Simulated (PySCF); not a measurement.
# Exercise with solution: chemical shift, span and skew from a shielding tensor

AlH₅O₂Si, SMILES [OH][Al]([OH])[SiH3]. Atoms are numbered in the order given.

```xyz
9

Al    -0.4423     0.1142    -0.3105
O     -1.6788    -1.0495    -0.4140
H     -2.4950    -1.0358    -0.9143
O     -0.4752     1.6005    -1.1373
H     -1.1343     1.9592    -1.7319
Si     1.4883    -0.3809     1.0701
H      2.0453     0.8597     1.6962
H      2.5808    -0.9991     0.2505
H      1.1475    -1.3430     2.1649
```

Coordinates come from a PBE0-D3(BJ)/def2-SVP optimisation. Other conformers were not sampled.

GIAO shieldings from PBE0/pcSseg-1 (PySCF), non-relativistic, no solvent. The symmetric part of the tensor of Si6 has the principal values 472.6, 487.7, 505.9 ppm. The same nucleus in TMS has σ = 352.7 ppm at this level (PySCF, at its B3LYP-D3(BJ)/def2-TZVP geometry).

Work out the isotropic shielding, the ²⁹Si shift against TMS, the span and the skew.


σ(iso) = (σ11 + σ22 + σ33)/3 = 488.7 ppm. δ = σ(ref) − σ(iso) = 352.7 − (488.7) = -136.0 ppm.
Span Ω = σ33 − σ11 = 33.3 ppm. Skew κ = 3(σ(iso) − σ22)/Ω = 0.09. Tumbling in solution averages the tensor to δ; in a static solid the shielding alone would spread this spin-1/2 line over Ω.
